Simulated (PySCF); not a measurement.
## Continuum solvent and chemical shifts

Cartesian coordinates in Å; atom numbers follow the order of the lines, from 1:
```xyz
18

O    -0.227   -0.962    0.796
C     0.125    0.011    0.157
C     1.548    0.445    0.134
C     2.594   -0.638    0.271
C     2.334    0.264    1.416
C    -0.848    0.815   -0.631
C    -1.984    0.059   -1.287
C    -2.260    0.894   -0.096
H     1.787    1.311   -0.489
H     2.201   -1.656    0.337
H     3.515   -0.517   -0.306
H     1.768   -0.145    2.257
H     3.066    1.037    1.664
H    -0.451    1.688   -1.155
H    -1.966   -1.025   -1.146
H    -2.311    0.406   -2.270
H    -2.789    1.842   -0.221
H    -2.427    0.373    0.851
```

GIAO PBE0/pcSseg-1 in PySCF 2.14 on one PBE0-D3(BJ)/def2-SVP conformer, non-relativistic, equivalent nuclei averaged. Solvents enter as an IEF-PCM continuum (chloroform with ε = 4.7, methanol with ε = 32.6, dimethylsulfoxide with ε = 46.8) around the gas-phase geometry. Shifts are referred to TMS computed in the same medium.

Gas phase, δ in ppm: C2 216.4, C3/C6 22.9, C4/C5/C7/C8 14.5, H9/H14 1.80, H10/H12/H15/H18 1.07, H11/H13/H16/H17 0.82. Dipole moment 2.69 D.

Problem. How does each δ change in the continuum?

Solution. 
```csv
atoms,environment,"Δδ, chloroform","Δδ, methanol","Δδ, dimethylsulfoxide"
C2,ketone carbonyl carbon,+4.9,+6.9,+7.0
C3/C6,three-membered-ring carbon,+1.1,+1.5,+1.6
C4/C5/C7/C8,three-membered-ring carbon,+0.9,+1.3,+1.3
H9/H14,hydrogen on a three-membered-ring carbon,+0.30,+0.46,+0.47
H10/H12/H15/H18,hydrogen on a three-membered-ring carbon,-0.10,-0.17,-0.17
H11/H13/H16/H17,hydrogen on a three-membered-ring carbon,+0.19,+0.28,+0.28
```

Changes are relative to the gas phase. The dipole moment becomes 3.38 D in chloroform, 3.72 D in methanol, 3.75 D in dimethylsulfoxide.

Problem. Which of the listed nuclei move most (in ppm), and what does the model miss? (N and O are left out, as their reference compounds move with the solvent too.)

Solution. C2 (ketone carbonyl carbon, +7.0 ppm) in dimethylsulfoxide. A continuum only polarises the solute; specific hydrogen bonds, the anisotropy of aromatic solvents and changes of geometry or conformer are outside it.
